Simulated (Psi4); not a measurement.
ClLi, singlet, geometry from GFN2-xTB (such geometries of metal compounds can be far from the true shape), with bond 1-2 at 2.0 times its length. Base run: PBE0/6-31G* (Psi4).

Psi4 was given this input:
```
memory 2 GB

molecule mol {
0 1
Li    0.000000    0.000000   -3.619718
Cl    0.000000    0.000000    0.293491
}

set {
  basis 6-31g*
  reference rks
}

energy('pbe0')
print_variables()
```

Variants of this job, named by their change:

```tsv
change	ΔE vs base (mEh)	SCF cycles	grid points	basis functions
base	0.000	9	43597	34
diis_max_vecs = 3	0.000	9	43597	34
dft_pruning_scheme = robust	0.000	9	29865	34
guess = modhuckel	0.000	9	43597	34
e_convergence = 1e-4	0.000	9	43597	34
dft_radial_points = 150	0.000	9	86351	34
dft_radial_points = 50	0.049	9	29196	34
basis_guess = true	0.000	6	43597	34
guess = sapgau	0.000	8	43597	34
e_convergence = 1e-8	0.000	9	43597	34
dft_nuclear_scheme = stratmann	-0.003	9	42367	34
d_convergence = 1e-4	0.000	8	43597	34
diis_max_vecs = 15	0.000	9	43597	34
```
